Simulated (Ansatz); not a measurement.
`C[CH2][MgH]` + HBr → `[MgH][Br]` + `CC` at 600 K and 1 bar (ligand exchange at a Mg–C bond).

Computed with Ansatz on PBE0-D4/def2-TZVP structures; ΔE is electronic, products minus reactants. CBS: MP2 limit from def2 TZ/QZ plus the TZ coupled-cluster correction, frozen cores. This one scheme is used for every species. For Br, Mg outer-core shells are correlated without core-valence functions, which leaves a few kJ/mol of doubt a bond. Scalar relativity is left out up to krypton.

```json
{"species": "`C[CH2][MgH]`", "CCSD(T)/CBS energy (Eh)": "-279.57780", "H − E (kJ/mol)": "227.3", "S (J/(mol·K))": "367.1"}
{"species": "HBr", "CCSD(T)/CBS energy (Eh)": "-2573.91920", "H − E (kJ/mol)": "33.5", "S (J/(mol·K))": "219.1"}
{"species": "`[MgH][Br]`", "CCSD(T)/CBS energy (Eh)": "-2773.87245", "H − E (kJ/mol)": "43.6", "S (J/(mol·K))": "288.0"}
{"species": "`CC`", "CCSD(T)/CBS energy (Eh)": "-79.71954", "H − E (kJ/mol)": "228.8", "S (J/(mol·K))": "274.9"}
```

H − E and S are ideal-gas, rigid-rotor, harmonic terms from PBE0-D4/def2-TZVP. 1 Eh = 2625.50 kJ/mol, R = 8.31446 J/(mol·K).

Question: By hand: ΔE, ΔH, ΔS and ΔG.

Answer: ΔE = (-2773.87245) + (-79.71954) − (-279.57780) − (-2573.91920) = -0.09499 Eh = -249.4 kJ/mol. Δ(H − E) = 43.6 + 228.8 − 227.3 − 33.5 = 11.6, so ΔH = -237.8 kJ/mol. ΔS = 288.0 + 274.9 − 367.1 − 219.1 = -23.3 J/(mol·K). ΔG = -237.8 − 600 × (-23.3)/1000 = -223.8 kJ/mol.

Question: By hand: the equilibrium constant, and the temperature at which ΔG would vanish if ΔH and ΔS stayed fixed.

Answer: log₁₀ K = −ΔG/(RT ln 10) = 19.5. ΔG = 0 at ΔH/ΔS = 10206 K, far beyond where these terms or the molecules hold.

ΔH outweighs TΔS. A doubt of 5 kJ/mol in ΔE shifts log₁₀ K by 0.4 here. These are equilibria of isolated gas molecules and say nothing of rates. Largest T1 diagnostic: 0.008 (customary marks: 0.02 for closed shells, 0.045 for open ones).
